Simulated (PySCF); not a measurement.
## Energy of Zr²⁺ (zirconium, charge +2) between two integer charges

The 4d alpha orbital of [Kr] 4d2 is emptied in steps (occupation f), with all orbitals relaxed, ending at [Kr] 4d1. All numbers are calculated (PySCF 2.14, scalar relativity by spin-free X2C-1e, in x2c-TZVPall (8s6p6d1f, 63 functions)). The exact energy is a straight line in f; departures are measured from the line between the end points of the same method.

```json
{"f": "1", "PBE0 (eV)": "0.000", "r2SCAN (eV)": "0.000", "LC-wPBE (eV)": "0.000"}
{"f": "0.75", "PBE0 (eV)": "-0.707", "r2SCAN (eV)": "-0.928", "LC-wPBE (eV)": "-0.175"}
{"f": "0.5", "PBE0 (eV)": "-0.944", "r2SCAN (eV)": "-1.239", "LC-wPBE (eV)": "-0.231"}
{"f": "0.25", "PBE0 (eV)": "-0.708", "r2SCAN (eV)": "-0.928", "LC-wPBE (eV)": "-0.172"}
{"f": "0", "PBE0 (eV)": "0.000", "r2SCAN (eV)": "0.000", "LC-wPBE (eV)": "0.000"}
```

| method | E(f=0) − E(f=1) (eV) | −ε at f=1 (eV) | −ε at f=0.5 (eV) |
| --- | --- | --- | --- |
| PBE0 | 23.404 | 19.642 | 23.401 |
| r2SCAN | 23.448 | 18.513 | 23.446 |
| LC-wPBE | 23.320 | 22.383 | 23.329 |

Orbital energy along the path (eV):

```tsv
f	PBE0	r2SCAN	LC-wPBE
1	-19.642	-18.513	-22.383
0.75	-21.512	-20.963	-22.857
0.5	-23.401	-23.446	-23.329
0.25	-25.295	-25.934	-23.785
0	-27.172	-28.375	-24.223
```

Reference removal energy between the ground levels: 23.170 eV (semi-empirical (NIST evaluation); NIST Atomic Spectra Database, ionization energies). The calculation has no spin-orbit coupling.
